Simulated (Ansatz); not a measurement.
`O[Si]([SiH3])(Cl)Br` + H–F → `O[Si](F)(Cl)Br` + SiH₄ at 298.15 K and 1 bar (cleavage of the Si–Si bond).

Program: Ansatz. Geometries: PBE0-D4/def2-TZVP. ΔE: electronic, gas phase. CBS: MP2 limit from def2 TZ/QZ plus the TZ coupled-cluster correction, frozen cores. This one scheme is used for every species. For Br outer-core shells are correlated without core-valence functions, which leaves a few kJ/mol of doubt a bond. Scalar relativity is left out up to krypton. One conformer a species, not always the lowest.

```csv
species,CCSD(T)/CBS energy (Eh),H − E (kJ/mol),S (J/(mol·K))
`O[Si]([SiH3])(Cl)Br`,-3688.98681,137.2,395.2
H–F,-100.39570,33.5,173.6
`O[Si](F)(Cl)Br`,-3497.97222,73.7,353.2
SiH₄,-291.46306,92.1,204.8
```

H − E and S are ideal-gas, rigid-rotor, harmonic terms from PBE0-D4/def2-TZVP, for one conformer and one mirror image of each species. 1 Eh = 2625.50 kJ/mol, R = 8.31446 J/(mol·K).

**Question.** By hand: ΔE, ΔH, ΔS and ΔG.

**Answer.** ΔE = (-3497.97222) + (-291.46306) − (-3688.98681) − (-100.39570) = -0.05277 Eh = -138.5 kJ/mol. Δ(H − E) = 73.7 + 92.1 − 137.2 − 33.5 = -4.9, so ΔH = -143.4 kJ/mol. ΔS = 353.2 + 204.8 − 395.2 − 173.6 = -10.8 J/(mol·K). ΔG = -143.4 − 298.15 × (-10.8)/1000 = -140.2 kJ/mol.

**Question.** By hand: the equilibrium constant, and the temperature at which ΔG would vanish if ΔH and ΔS stayed fixed.

**Answer.** log₁₀ K = −ΔG/(RT ln 10) = 24.6. ΔG = 0 at ΔH/ΔS = 13278 K, far beyond where these terms or the molecules hold.

The number of gas molecules stays the same, so ΔS is small and ΔH decides. A doubt of 5 kJ/mol in ΔE shifts log₁₀ K by 0.9 here. Other conformers and mirror images would add mixing entropy, several J/(mol·K) or more a flexible species. These are equilibria of isolated gas molecules and say nothing of rates. Largest T1 diagnostic: 0.011 (customary marks: 0.02 for closed shells, 0.045 for open ones).
